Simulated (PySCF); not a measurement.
Input file for PySCF: R-B3LYP/3-21G on F2GaH2N (SMILES [NH2][Ga]([F])[F]), a point of a torsion scan.

```python
from pyscf import gto, scf, dft, mp
from pyscf.data.elements import chemcore

mol = gto.M(
    atom='''
    N    -1.06737847   -0.09083190   -0.22856208
    Ga    0.75544497   -0.06194464   -0.00946891
    F     1.76269053   -1.45052444   -0.26889990
    F     1.62654366    1.41973684    0.27366706
    H    -1.50719018    0.80366707   -0.03436384
    H    -1.55804205   -0.83594136    0.25392723
    ''',
    basis='3-21g',
    charge=0, spin=0, verbose=3, max_memory=1800)
mf = dft.RKS(mol, xc='b3lyp')
mf.conv_tol = 1e-8
mf.max_cycle = 100
mf.kernel()
if not mf.converged:
    mf = mf.newton().run(mf.mo_coeff, mf.mo_occ)
```

The log:

```
converged SCF energy = -2169.8290776735
```

The calculation finished and met its thresholds.

Cost: roughly 7 core-seconds.
